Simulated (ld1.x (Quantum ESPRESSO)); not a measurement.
Configuration tests for Sm (Z = 62) (TM)

| Quantity | Value |
| --- | --- |
| Element | samarium |
| Generator | ld1.x (Quantum ESPRESSO) 7.5 |
| Type | norm-conserving Troullier–Martins (Kleinman–Bylander form) |
| Functional | LDA (PZ) |
| Relativity | scalar-relativistic |
| Frozen core | [Kr] 4d10 5s2 |
| Valence charge | 14 |
| Reference configuration | 4f6 5p6 5d0 6s1 6p0 (charge +1) |
| Partial waves | 6s (bound): rc 3.65 bohr; 5p (bound): rc 2.60 bohr; 4f (bound): rc 0.85 bohr; 5d (bound, empty): rc 3.20 bohr |
| Local potential | the d channel |
| Core correction | a·sin(br)/r model core inside 0.75 bohr |

Energies are relative to the spin-unpolarised reference configuration 4f6 5p6 5d0 6s1 6p0; without spin polarisation the order of configurations can differ from experiment. Spin-polarised rows fill each open shell by Hund’s rule, majority spin first. Not all tests gave a result: 3 of 9 tests not solved or not reliable. Left out of the table: 4f6 5p5 5d0 6s2 6p0 (solver errors, printed error -1628 eV); 4f5 5p6 5d0 6s2 6p0 (solver errors, printed error -1326 eV); 4f6 5p6 5d0 6s2 6p0 (spin-polarised) (solver errors, printed error +691 meV).

Problem. Give the all-electron excitation energy and the error of the potential for: 4f6 5p6 5d0 6s2 6p0; 4f6 5p6 5d0 6s0 6p0; 4f5 5p6 5d0 6s0 6p0; 4f4 5p6 5d0 6s0 6p0; 4f6 5p6 5d1 6s1 6p0; 4f6 5p6 5d0 6s1 6p0 (spin-polarised).

Solution.

| valence configuration | charge | ΔE all-electron (eV) | error AE − PS (meV) |
| --- | --- | --- | --- |
| 4f6 5p6 5d0 6s2 6p0 | 0 | -6.151 | +0.4 |
| 4f6 5p6 5d0 6s0 6p0 | +2 | 11.294 | -10 |
| 4f5 5p6 5d0 6s0 6p0 | +3 | 35.449 | -79 |
| 4f4 5p6 5d0 6s0 6p0 | +4 | 77.778 | -892 |
| 4f6 5p6 5d1 6s1 6p0 | 0 | -4.136 | -5.7 |
| 4f6 5p6 5d0 6s1 6p0 (spin-polarised) | +1 | -5.901 | +630 |

Levels in the configuration 4f5 5p6 5d0 6s0 6p0:

```tsv
level	all-electron (eV)	pseudo (eV)
4f	-32.753	-33.195
5p	-50.201	-50.273
```

These tests converged, but a pseudo level misses the all-electron one widely, so the file describes the atom poorly there or has found another state: 4f5 5p6 5d0 6s0 6p0: empty 6s by 4.5 eV (a node warning on the way).

Note: ghost state, extra bound levels that the all-electron valence spectrum of the same l lacks: s at -25.0 eV. A true bound ghost makes a file unfit for plane-wave use.
